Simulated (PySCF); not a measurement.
# PtSI₂, triplet: computed properties

All numbers come from PySCF, UPBE0, basis Pt def2-SVP with ECP60, S def2-SVP, I def2-SVP with ECP28 (scalar-relativistic core potentials, no spin–orbit coupling, density fitting).

The structure is a minimum.

Z-matrix (Å, degrees; charge 0 multiplicity 3):
```
Pt
S  1 2.0949
I  1 2.5647 2 105.81
I  1 2.5647 2 105.81 3 180.00
```

* Point group: C2v
* Bond lengths: Pt–I 2.565 Å (×2), Pt–S 2.095 Å
* Bond angles: I–Pt–I 148.4°, I–Pt–S 105.8° (×2)
* Principal polarisabilities: 61.3, 112.4, 198.2 bohr³
* Lowest empty level (β): -5.03 eV
* Atomisation energy without zero-point energy: 756 kJ/mol
* Rotational constants: 0.07056, 0.01091, 0.009447 cm⁻¹
* Rotational symmetry number: 2
* Entropy at 298.15 K and 1 bar (electronic part: spin only): 401.2 J/(mol K)
* Dipole moment: 1.24 D
* Spin squared ⟨S²⟩: 2.009
* Highest occupied level (β): -7.16 eV
* Zero-point energy: 6.4 kJ/mol
* Principal quadrupole moments (Buckingham, traceless) about the centre of mass: -3.85, -2.19, 6.04 D Å
* Enthalpy at 298.15 K above 0 K: 19.96 kJ/mol
* Heat capacity Cp at 298.15 K: 78.7 J/(mol K)

Harmonic modes (masses in u: Pt 194.965, S 31.972, I 126.904):
| symmetry | ω (cm⁻¹) | IR (km/mol) |
| --- | --- | --- |
| a1 | 51 | 0.3 |
| b2 | 52 | 0.1 |
| b1 | 63 | 0.0 |
| a1 | 174 | 0.2 |
| b2 | 218 | 28.5 |
| a1 | 505 | 0.0 |

In C2v the vibrations span 3a1 + 2b2 + b1. Here b1 is antisymmetric to the molecular plane and b2 lies in it.

Charges (e):
| atom | Mulliken | Löwdin | polar tensor | spin (Mulliken) | Mayer order to Pt1 |
| --- | --- | --- | --- | --- | --- |
| Pt1 | 0.16 | -0.83 | 0.55 | 0.45 | – |
| S2 | 0.10 | 0.47 | 0.06 | 1.29 | 1.55 |
| I3,4 | -0.13 | 0.18 | -0.31 | 0.13 | 0.87 |

Mulliken populations on Pt1 (electrons outside its core potential): s 2.82, p 6.29, d 8.71, f 0.02.

Formally Pt is in oxidation state +4, d6, with 2 unpaired electrons (the high-spin count would be 4). The Mulliken spin on Pt is 0.45, so most of the spin sits on the ligands and the formal count fails. The polar-tensor charge on Pt, 0.55, is far below the formal one.

Only a few start shapes were tried, so a lower isomer may exist. Open d and f shells are described by one determinant, and the ground state may have another occupation or spin. Spin–orbit coupling, left out here, can matter for elements this heavy.

The final relaxation and frequency run took of the order of 6 core-minutes on a shared host.
